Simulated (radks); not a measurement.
Task: All-electron atom: La in [Xe] 5d(3/2: 1, 5/2: 0) 6s1 6p(1/2: 1, 3/2: 0) (not the ground configuration). Calculated with a radial shooting solver on a logarithmic mesh with Libxc functionals: Dirac Kohn-Sham, relativistic LDA (MacDonald-Vosko exchange, VWN5 correlation), spin-unpolarised, spherical densities, finite nucleus; Fermi nuclear charge, rms radius 4.855 fm.

Spin-orbit splittings of the eigenvalues, e(l+1/2) - e(l-1/2), with zeta = 2 splitting/(2l+1) and mean radii in bohr:

| shell | occ. | splitting (eV) | zeta (eV) | <r> j=l-1/2 | <r> j=l+1/2 |
|---|---|---|---|---|---|
| 2p | 6 | 408.9 | 272.6 | 0.09013 | 0.09621 |
| 3p | 6 | 79.72 | 53.15 | 0.2754 | 0.2874 |
| 3d | 10 | 17.15 | 6.859 | 0.2581 | 0.2619 |
| 4p | 6 | 17.10 | 11.40 | 0.6756 | 0.7029 |
| 4d | 10 | 2.980 | 1.192 | 0.7627 | 0.7725 |
| 5p | 6 | ? | ? | 1.747 | 1.829 |
| 5d | 1 | 0.1991 | 0.07966 | 2.880 | 2.941 |
| 6p | 1 | 0.1965 | 0.1310 | 5.578 | 5.845 |

Estimate the 5p splitting.

Result: 2.552 eV (zeta = 1.701 eV).
